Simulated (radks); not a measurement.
Polarisability of neutral potassium, [Ar] 4s1, at imaginary frequency. Calculated with a radial shooting solver on a logarithmic mesh with Libxc functionals: non-relativistic Kohn-Sham, LDA (Slater exchange, VWN5 correlation), spin-unpolarised, spherical densities, point nucleus. Response by self-consistent Sternheimer equations with the Hartree and adiabatic LDA kernel.

w (hartree),alpha1(iw) (bohr^3),alpha2(iw) (bohr^5)
0.00266,260.1,6402
0.0143,247.8,6242
0.0360,196.4,5481
0.0697,118.8,3943
0.118,61.32,2328
0.186,31.54,1234
0.280,17.50,630.5
0.413,10.65,320.0
0.605,6.878,162.2
0.892,4.419,81.34
1.35,2.617,39.41
2.12,1.340,17.57
3.59,0.5659,6.655
6.94,0.1867,1.883
17.5,0.04019,0.3048

Static values: alpha1 = 260.6 bohr^3 (38.62 angstrom^3; uncoupled 327.0), alpha2 = 6408 bohr^5, alpha3 = 229300 bohr^7. C6 = 3315, C8 = 471600, triple-dipole C9 = 632900 atomic units. One-pole (London) frequency 4 C6 / (3 alpha1^2) = 0.065 hartree, against 0.089 for minus the highest occupied eigenvalue. The dipole shielding factor is 1.000, as the force sum rule N/Z = 1.000 demands. Recommended static value: 289.7 bohr^3 (Schwerdtfeger and Nagle, 2023 table).

Beside tabulated values, note that spin-unpolarised runs miss the spin-polarisation part of the exchange energy of open shells.
